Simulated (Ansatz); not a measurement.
A CCSD(T) single point on `B[CH]([GaH2])CO`.

```yaml
crystal:
  periodic: [false, false, false]
  atoms:
    - {symbol: B, position_ang: [-0.598492, 0.813415, 1.482830]}
    - {symbol: C, position_ang: [-0.828059, -0.094310, 0.322226]}
    - {symbol: Ga, position_ang: [0.309659, 1.081945, -1.008604]}
    - {symbol: C, position_ang: [0.035745, -1.289459, 0.053740]}
    - {symbol: O, position_ang: [0.734375, -0.998842, -1.213040]}
    - {symbol: H, position_ang: [0.378302, 0.678475, 2.171342]}
    - {symbol: H, position_ang: [-1.335710, 1.737416, 1.694697]}
    - {symbol: H, position_ang: [-1.798457, -0.121944, -0.173454]}
    - {symbol: H, position_ang: [-0.455841, 1.499726, -2.306372]}
    - {symbol: H, position_ang: [1.669763, 1.713062, -0.551409]}
    - {symbol: H, position_ang: [0.787844, -1.419067, 0.835215]}
    - {symbol: H, position_ang: [-0.517149, -2.220966, -0.085249]}
    - {symbol: H, position_ang: [1.618010, -1.379461, -1.221901]}
basis:
  gaussian: {orbitals: def2-TZVPP}
correlation: {method: ccsd_t}
```

```sh
$ ansatz run in.yaml --threads 2 --pin off --events-out ev --progress --plain --max-ram 22528MiB --backend cuda --devices 0, --max-vram 18GiB
```

Output of Ansatz, abridged:

```
Functional definition: HF
1701 factors; integrals over basis functions are off by at most 1.3e-3 eV
mean field evaluation 1: about -57227.6207 eV, gradient 3.9e1 eV
mean field evaluation 2: about -57227.8326 eV, gradient 3.9e1 eV
mean field evaluation 4: about -57231.7926 eV, gradient 4.7e0 eV
mean field evaluation 8: about -57231.8601 eV, gradient 3.0e-1 eV
mean field -57231.86053056 eV, -2103.2320813498 hartree, gradient 1.5e-6 eV, S^2 0.000000; 0 other end points of the search recorded, 0 dependent functions left out
13 core orbitals not correlated: weight in the atoms' cores, before any rotation towards them, 1.000 or more for the frozen orbitals, at most 0.000 for the correlated occupied ones
reference -57231.86053056 eV, -2103.2320813498 hartree; 19, 19 occupied and 252, 252 virtual orbitals, 1701 factors
second order -25.37351136 eV of doubles, -0.00000000 eV of singles
cycle   1  -25.48741833 eV  change   -1.1e-1 eV  update   1.2e-1
cycle   2  -26.24876704 eV  change   -7.6e-1 eV  update   3.5e-2
cycle   3  -26.38318078 eV  change   -1.3e-1 eV  update   1.7e-2
cycle   4  -26.37009975 eV  change    1.3e-2 eV  update   3.9e-3
cycle   5  -26.36931562 eV  change    7.8e-4 eV  update   1.9e-3
cycle   6  -26.36972946 eV  change   -4.1e-4 eV  update   6.2e-4
cycle   7  -26.36944154 eV  change    2.9e-4 eV  update   3.0e-4
cycle   8  -26.36939025 eV  change    5.1e-5 eV  update   9.6e-5
cycle   9  -26.36943775 eV  change   -4.8e-5 eV  update   3.8e-5
cycle  10  -26.36943189 eV  change    5.9e-6 eV  update   1.4e-5
perturbative correction -1.05856060 eV, -0.0389013845 hartree
Total energy: -57259.28852305 eV, -2104.2400414823 hartree
```

Run time 11 s (2 threads of an AMD EPYC 7R13 on a shared host and a share of an NVIDIA H100 80 GB); peak host memory 0.87 GiB.

The correlation energy is -27.428 eV, 3.9 % of it from (T); the T1 diagnostic reads 0.0124.
